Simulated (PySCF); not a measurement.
Compound: C4H8F2O.
Geometry (PBE0-D3(BJ)/def2-SVP, Å), atoms numbered from 1 in this order:
```
atom  x, y, z in Å
C1     2.0167   -0.2350    0.0262
O2     0.7506   -0.7722    0.3294
C3    -0.3501   -0.1697   -0.2429
C4    -1.5618   -0.9960    0.1015
F5    -0.2060   -0.1675   -1.6217
C6    -0.4788    1.2877    0.1877
F7    -1.6778    1.8036   -0.2186
H8     2.7586   -0.9916    0.3138
H9     2.1191   -0.0303   -1.0510
H10    2.2310    0.6878    0.5946
H11   -2.4556   -0.5509   -0.3518
H12   -1.6892   -1.0458    1.1912
H13   -1.4106   -2.0118   -0.2864
H14   -0.4101    1.3418    1.2870
H15    0.3324    1.8840   -0.2601
```

Linear response at CAM-B3LYP/def2-SVPD (PySCF, frozen core in the response, non-relativistic).

Static isotropic polarisability: 56.11 au (8.32 Å³), principal values 51.1, 54.7, 62.6 au.

(1) What is the polarisability at 1064 nm and at the sodium D line?

(2) What is the isotropic C6 coefficient between two such molecules, C6 = (3/π)∫α(iω)² dω?

(3) Which effective excitation energy ω̄ makes London's formula C6 = (3/4)α²ω̄ exact here?

(4) How many electrons N does the Slater–Kirkwood formula C6 = (3/4)·√N·α^(3/2) need to give this C6?

(5) What three-body coefficient follows from the one-pole estimate C9 = (3/4)·α·C6?

(6) What molar refraction at the D line follows from R = (4π/3)·N_A·α′, with α′ the polarisability volume?

(7) What n − 1 at the D line would an ideal gas of it have at 273.15 K and 1 atm (2.6868 × 10¹⁹ cm⁻³), by n − 1 = 2π·N·α′?

(8) The lowest 6 singlets have (eV, f): 7.98, 0.004; 8.58, 0.006; 8.72, 0.028; 9.10, 0.003; 9.21, 0.017; 9.48, 0.017. What share of the static polarisability do they carry in the sum over states α = Σ f/ω²?

(9) How anisotropic is the static polarisability, by Δα² = ½[(α1 − α2)² + (α2 − α3)² + (α3 − α1)²]?

Results:

(1) 56.41 au at 1064 nm (+0.5 %), 57.10 au at 589.3 nm (+1.8 %). The rise at 589.3 nm is 3.32 times that at 1064 nm; a pure ω² law gives 3.26. The lowest singlet lies at 155 nm, shorter than both wavelengths.

(2) 1584 au (Eh·bohr⁶) by a ten-point quadrature over imaginary frequencies, which is 947 eV·Å⁶ or 91.3 J·nm⁶/mol.

(3) ω̄ = 4·C6/(3α²) = 0.671 Eh = 18.3 eV. A one-pole form α(ω) = α/(1 − ω²/ω̄²) fitted to the 1064 nm value gives 16.0 eV.

(4) N = (4·C6/3)²/α³ = 25.3; the species has 58 electrons in all.

(5) 66700 au. This is an estimate from the two numbers above, not a computed integral.

(6) α′ = 8.46 Å³ gives R = 21.35 cm³/mol, for isolated, non-vibrating species.

(7) 14.29 × 10⁻⁴, a formal value whether or not that pressure can be reached.

(8) 0.69 au, 1.2 % of α; the largest term, 0.27 au, is that of the state at 8.72 eV. Their oscillator strengths add up to 0.07. Higher states carry the rest.

(9) Δα = 10.2 au, or 0.18 of the isotropic value.

Cost: about 50 s of CPU time on one thread; the machine was shared, so the figure is rough. This is the whole response run at CAM-B3LYP/def2-SVPD, SCF included.

One conformer stands for the species.
